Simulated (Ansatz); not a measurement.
# Ligand exchange: GaHBr2 + BHF2 → GaH2Br + BBrF2

Species: GaHBr2 `[Br][GaH][Br]`, singlet; BHF2 `FBF`, singlet; GaH2Br `[GaH2][Br]`, singlet; BBrF2 `FB(F)Br`, singlet. The partners trade Br for H: Ga–Br and B–H bonds give way to Ga–H and B–Br.

Shapes, held fixed at every level: PBE0-D4/def2-TZVP. Programs: Ansatz 0.2.0. The zero-point and thermal change to 298 K, harmonic and unscaled (PBE0-D4/def2-TZVP), is -6.5 kJ/mol.

```json
{"level": "PBE-D4/def2-TZVPP", "kind": "GGA", "ΔH(298 K) (kJ/mol)": "+58.0", "less CCSD(T)/def2-TZVPP": "-7.3", "CPU time (sum over the molecules)": "14 s"}
{"level": "r2SCAN-D4/def2-TZVPP", "kind": "meta-GGA", "ΔH(298 K) (kJ/mol)": "+60.4", "less CCSD(T)/def2-TZVPP": "-4.9", "CPU time (sum over the molecules)": "32 s"}
{"level": "B3LYP-D4/def2-TZVPP", "kind": "global hybrid", "ΔH(298 K) (kJ/mol)": "+66.2", "less CCSD(T)/def2-TZVPP": "+0.9", "CPU time (sum over the molecules)": "25 s"}
{"level": "PBE0-D4/def2-TZVPP", "kind": "global hybrid", "ΔH(298 K) (kJ/mol)": "+62.2", "less CCSD(T)/def2-TZVPP": "-3.1", "CPU time (sum over the molecules)": "18 s"}
{"level": "r2SCAN0-D4/def2-TZVPP", "kind": "global hybrid", "ΔH(298 K) (kJ/mol)": "+64.0", "less CCSD(T)/def2-TZVPP": "-1.3", "CPU time (sum over the molecules)": "36 s"}
{"level": "wB97M-V/def2-TZVPP", "kind": "range-separated hybrid", "ΔH(298 K) (kJ/mol)": "+61.4", "less CCSD(T)/def2-TZVPP": "-3.9", "CPU time (sum over the molecules)": "71 s"}
{"level": "CCSD(T)/def2-TZVPP", "kind": "coupled cluster or CI", "ΔH(298 K) (kJ/mol)": "+65.3", "less CCSD(T)/def2-TZVPP": "0.0", "CPU time (sum over the molecules)": "2.1 min"}
```

The highest level, CCSD(T)/def2-TZVPP, gives ΔH(298 K) = +65.3 kJ/mol; the levels span +58.0 to +66.2. The column of differences is taken from that level and isn't an error. No measured value is set beside it here. Relativity is left out for Br, Ga. Outer-core shells of Br, Ga are correlated, in sets that cover them unevenly. Times are processor times on shared x86 and Arm servers, and rough.
